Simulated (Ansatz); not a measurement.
SiH2 (SMILES [SiH2]), charge 0, multiplicity 1, relaxed at each level with Ansatz (a program for electronic structure); harmonic frequencies from differences of analytic forces, average atomic masses, frozen cores.

```csv
level,harmonic frequencies (cm⁻¹),ZPE (eV),cost over HF/def2-TZVPP (rough)
HF/def2-TZVPP,1105 2142 2155,0.335,×1
PBE/def2-TZVPP,974 1973 1978,0.305,×1
r2SCAN/def2-TZVPP,1011 2039 2042,0.316,×2
MP2/cc-pV(T+d)Z,1051 2116 2119,0.328,×2
CCSD(T)/cc-pV(D+d)Z,1036 2065 2067,0.320,×1
CCSD(T)/cc-pV(Q+d)Z,1022 2075 2077,0.321,×70
```

Measured: fundamentals as far as tabulated 1995.93, 999.03, 1992.82 cm⁻¹ [Jacox, NIST Chemistry WebBook]. Measured modes stand in the spectroscopists' order.

Doubts at one or more of the structures used: a restricted determinant that unrestricted orbitals would lower (MP2/cc-pV(T+d)Z, CCSD(T)/cc-pV(D+d)Z, CCSD(T)/cc-pV(Q+d)Z).
